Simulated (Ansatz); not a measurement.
C4H9Cl2GaO, SMILES `CC(C)(C)[O][Ga]([Cl])[Cl]`. Total charge 0; spin multiplicity 1. The geometry is a stationary point of PBE0-D4/def2-TZVP. It is one conformer, not always the lowest.

```xyz
17

C     1.185    0.735   -0.549
C    -0.211    0.280   -0.151
C    -0.658   -0.906   -0.993
C    -1.201    1.427   -0.278
O    -0.229   -0.075    1.235
Ga    0.696   -1.337    2.032
Cl    0.379   -1.560    4.112
Cl    2.089   -2.643    1.091
H     1.904   -0.085   -0.461
H     1.201    1.080   -1.585
H     1.510    1.557    0.092
H    -1.643   -1.248   -0.668
H    -0.722   -0.631   -2.048
H     0.049   -1.735   -0.908
H    -2.194    1.105    0.040
H    -0.893    2.263    0.352
H    -1.261    1.773   -1.313
```

(1) What is the dipole moment at ωB97M-V/def2-TZVPP? (Estimate.)

(2) And with PBE, r2SCAN, B3LYP? (An estimate is asked.)

(3) Give the Mulliken charges with ωB97M-V, B3LYP, PBE in def2-TZVPP. (Best estimate.)

Answers

(1) The calculation gave: 2.27 D, with components (-0.29, 0.89, -2.07) D in this frame, pointing from negative to positive charge.

(2) Ansatz gave: PBE 2.32 D, r2SCAN 2.40 D, B3LYP 2.32 D.

(3) Ansatz gave: 
```json
{"atom": "C1", "ωB97M-V": "-0.33", "B3LYP": "-0.31", "PBE": "-0.29"}
{"atom": "C2", "ωB97M-V": "0.13", "B3LYP": "0.35", "PBE": "0.31"}
{"atom": "C3", "ωB97M-V": "-0.33", "B3LYP": "-0.31", "PBE": "-0.29"}
{"atom": "C4", "ωB97M-V": "-0.28", "B3LYP": "-0.25", "PBE": "-0.24"}
{"atom": "O5", "ωB97M-V": "-0.35", "B3LYP": "-0.37", "PBE": "-0.28"}
{"atom": "Ga6", "ωB97M-V": "0.58", "B3LYP": "0.60", "PBE": "0.50"}
{"atom": "Cl7", "ωB97M-V": "-0.21", "B3LYP": "-0.23", "PBE": "-0.21"}
{"atom": "Cl8", "ωB97M-V": "-0.22", "B3LYP": "-0.25", "PBE": "-0.22"}
{"atom": "H9", "ωB97M-V": "0.11", "B3LYP": "0.09", "PBE": "0.08"}
{"atom": "H10", "ωB97M-V": "0.11", "B3LYP": "0.08", "PBE": "0.07"}
{"atom": "H11", "ωB97M-V": "0.12", "B3LYP": "0.09", "PBE": "0.09"}
{"atom": "H12", "ωB97M-V": "0.12", "B3LYP": "0.09", "PBE": "0.09"}
{"atom": "H13", "ωB97M-V": "0.11", "B3LYP": "0.08", "PBE": "0.07"}
{"atom": "H14", "ωB97M-V": "0.11", "B3LYP": "0.09", "PBE": "0.08"}
{"atom": "H15", "ωB97M-V": "0.11", "B3LYP": "0.09", "PBE": "0.08"}
{"atom": "H16", "ωB97M-V": "0.11", "B3LYP": "0.09", "PBE": "0.08"}
{"atom": "H17", "ωB97M-V": "0.10", "B3LYP": "0.07", "PBE": "0.07"}
```

B3LYP here is the variant with VWN-RPA as its local correlation; programs differ in this.
